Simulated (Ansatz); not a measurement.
`[SH][InH2]` + `O[B](F)[GeH2][SiH3]` → `O[B](F)[InH2]` + `[SiH3][GeH2][SH]`  (redistribution)

Program: Ansatz. Geometries: PBE0-D4/def2-TZVP. ΔE: electronic, gas phase. CCSD(T)/CBS adds triple-zeta CCSD(T) − MP2 to the extrapolated MP2 energy (def2 sets, frozen cores). def2 core potentials past Kr. For Ge, In outer-core shells are correlated without core-valence functions, which leaves a few kJ/mol of doubt a bond. Scalar relativity is left out up to krypton. Each species was taken in one conformer, which may not be the lowest.

`[SH][InH2]`:

Cartesian coordinates in Å:
```
S -0.527 0.739 1.465
In 0.446 -0.012 -0.584
H -1.418 -0.263 1.531
H -0.221 -1.438 -1.258
H 1.721 0.974 -1.155
```

`O[B](F)[GeH2][SiH3]`:

```xyz
11

O    -0.501    1.215    2.480
B    -0.050    1.326    1.214
F    -0.223    2.507    0.635
Ge    0.840   -0.209    0.125
Si   -0.528   -0.894   -1.698
H    -0.352    0.352    2.870
H     2.207    0.243   -0.417
H     1.087   -1.425    1.046
H    -1.837   -1.383   -1.187
H    -0.769    0.257   -2.607
H     0.126   -1.988   -2.462
```

`O[B](F)[InH2]`:

```xyz
7

O    -1.769    0.894   -0.263
B    -0.906   -0.135   -0.412
F    -1.394   -1.177   -1.085
In    1.249   -0.341    0.321
H    -1.418    1.642    0.222
H     2.601    0.134   -0.650
H     1.636   -1.016    1.867
```

`[SiH3][GeH2][SH]`:

```xyz
9

Si   -0.583   -0.880   -1.195
Ge    0.471    0.671    0.269
S    -0.069    0.030    2.338
H    -0.091   -2.252   -0.908
H    -0.257   -0.524   -2.601
H    -2.054   -0.830   -1.003
H    -0.026    2.110    0.036
H     2.004    0.658    0.115
H     0.606    1.017    2.948
```

| level | ΔE (eV) |
| --- | --- |
| HF/def2-QZVPP | 0.72 |
| HF/CBS(def2) | 0.72 |

(1) What does CCSD(T)/CBS give? (Estimate.)

Largest T1 diagnostic among the species: 0.014.

Results:

(1) Ansatz gave: +0.78 eV. The listed levels differ from it by -0.06, -0.06 eV.
